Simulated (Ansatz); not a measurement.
Cost against result

The pair of N$_{2}$ (SMILES N#N, atoms 1–2) and SiNH$_{5}$ (SMILES [SiH3]N, atoms 3–9), both closed shells, in one local arrangement (a lower one may exist), relaxed at PBE0-D4/def2-TZVP:

N1  (0.458, -0.540, -2.695)
N2  (0.543, 0.214, -3.476)
Si3  (0.245, 0.515, 1.132)
N4  (-0.858, -0.578, 0.393)
H5  (0.985, 1.216, 0.050)
H6  (-0.540, 1.488, 1.934)
H7  (1.261, -0.093, 2.042)
H8  (-1.565, -1.027, 0.953)
H9  (-0.530, -1.194, -0.333)
(Å)

Interaction energies are counterpoise-corrected; the time is that of the whole pair.

Computed with Ansatz 0.2.0 (basis: as named in each row); correlated methods freeze the cores. B3LYP uses VWN-RPA correlation. Extrapolation: Hartree–Fock as exp(−7.88 √X), correlation as X^−2.97.

Times are rough, for one single point on 4 threads of a shared host (AMD EPYC 9R45).

The estimate by CCSD(T) at an estimated basis limit (MP2 extrapolated from triple and quadruple zeta, plus CCSD(T) − MP2 in triple zeta) is -4.3 kJ/mol.

```tsv
method	basis	time (s)	interaction energy (kJ/mol)	method less estimate
HF	STO-3G	under 1	-0.1	4.2
PBE-D4	STO-3G	under 1	-4.5	-0.2
SPW92	def2-SVP	under 1	-7.0	-2.7
PBE-D4	def2-SVP	under 1	-4.9	-0.6
PBE0-D4	def2-SVP	under 1	-4.5	-0.1
B3LYP-D4	6-31G	under 1	-4.8	-0.5
revPBE-D4	def2-TZVPPD	under 1	-2.1	2.3
PBE-D4	def2-TZVPPD	under 1	-4.8	-0.5
CCSD(T)	def2-SVP	under 1	-2.3	2.0
BLYP-D4	def2-TZVPPD	under 1	-2.6	1.7
wB97M-V	def2-SVP	under 1	-4.3	0.0
PBE0-D4	def2-TZVPPD	under 1	-4.2	0.1
B3LYP-D4	def2-TZVPPD	1	-3.3	1.0
HSE06-D4	def2-TZVPPD	1	-4.3	0.0
r2SCAN-D4	def2-TZVPPD	1	-3.7	0.6
B2PLYP	def2-TZVPPD	2	-1.9	2.4
B97M-V	def2-TZVPPD	2	-4.5	-0.2
wB97X-V	def2-TZVPPD	2	-4.3	0.0
wB97M-V	def2-TZVPPD	2	-4.0	0.3
MP2	def2-QZVPPD	6	-4.6	-0.3
CCSD(T)	def2-TZVPPD	28	-3.9	0.4
```

The T1 diagnostic stays at or below 0.014.
